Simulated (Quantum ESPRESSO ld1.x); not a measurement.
Task: All-electron atom: Cu+ in [Ar] 3d8 4s1 4p1 (not the ground configuration). Method: scalar-relativistic Kohn-Sham, LDA (Slater exchange, Perdew-Wang correlation), spin-polarised, spherical densities, point nucleus; open shells are filled with parallel spins first; computed with ld1.x of Quantum ESPRESSO 7.5. Some entries of the table are withheld. Estimate them.

| orbital | occ. | eigenvalue (eV) | <r> (bohr) | r(max) (bohr) |
|---|---|---|---|---|
| 1s up | 1 | -8856.878 | 0.05221 | 0.03417 |
| 1s down | 1 | -8856.757 | 0.05221 | 0.03417 |
| 2s up | 1 | -1085.700 | 0.2358 | 0.1970 |
| 2s down | 1 | -1084.313 | 0.2356 | 0.1970 |
| 2p up | 3 | -941.463 | 0.2068 | 0.1583 |
| 2p down | 3 | -940.369 | 0.2066 | 0.1582 |
| 3s up | 1 | -138.617 | 0.7064 | 0.6119 |
| 3s down | 1 | -136.132 | 0.7074 | 0.6124 |
| 3p up | 3 | (1) | 0.7376 | 0.6160 |
| 3p down | 3 | (2) | 0.7389 | 0.6167 |
| 3d up | 5 | -27.985 | 0.8762 | 0.5842 |
| 3d down | 3 | -25.495 | 0.8794 | 0.5865 |
| 4s up | 1 | -17.482 | 2.278 | 1.937 |
| 4s down | 0 | -15.154 | 2.330 | 1.943 |
| 4p up | 1 | -10.542 | 2.814 | (3) |
| 4p down | 0 | -8.547 | 3.000 | (4) |

Result: 
(1) 3p up eigenvalue (eV): -96.189
(2) 3p down eigenvalue (eV): -93.731
(3) 4p up r(max) (bohr): 2.349
(4) 4p down r(max) (bohr): 2.428
